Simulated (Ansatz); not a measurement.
Start from `[NH2][Zr]([NH2])([NH2])[Cl]` and change one element to get `[NH2][Zr]([NH2])([NH2])[F]`.

Ansatz, PBE0-D4/def2-TZVP geometries, multiplicity 1. Each molecule was computed in one conformer, which needn't be the lowest.

Elements past krypton have def2 core potentials.

| property | `[NH2][Zr]([NH2])([NH2])[Cl]` |
| --- | --- |
| size of the dipole moment (PBE/def2-TZVPP) / D | 2.90 |
| HOMO–LUMO gap (PBE/def2-TZVPP) / eV | 4.68 |
| size of the dipole moment (B3LYP/def2-TZVPP) / D | 2.87 |
| HOMO energy (PBE0/def2-TZVPP) / eV | -7.37 |
| size of the dipole moment (ωB97M-V/def2-TZVPP) / D | 2.83 |
| LUMO energy (PBE/def2-TZVPP) / eV | -1.32 |

What does the change do to each property? (Estimate.)

Ansatz gave: 
```csv
property,`[NH2][Zr]([NH2])([NH2])[F]`,shift
size of the dipole moment (PBE/def2-TZVPP) / D,1.95,-0.95
HOMO–LUMO gap (PBE/def2-TZVPP) / eV,4.78,0.10
size of the dipole moment (B3LYP/def2-TZVPP) / D,1.99,-0.88
HOMO energy (PBE0/def2-TZVPP) / eV,-7.08,0.29
size of the dipole moment (ωB97M-V/def2-TZVPP) / D,1.92,-0.91
LUMO energy (PBE/def2-TZVPP) / eV,-0.93,0.39
```

Dipoles are sizes alone; their direction can turn.

Positive LUMOs are unbound, so they and the gaps depend on the basis.

B3LYP here is the variant with VWN-RPA as its local correlation; programs differ in this.
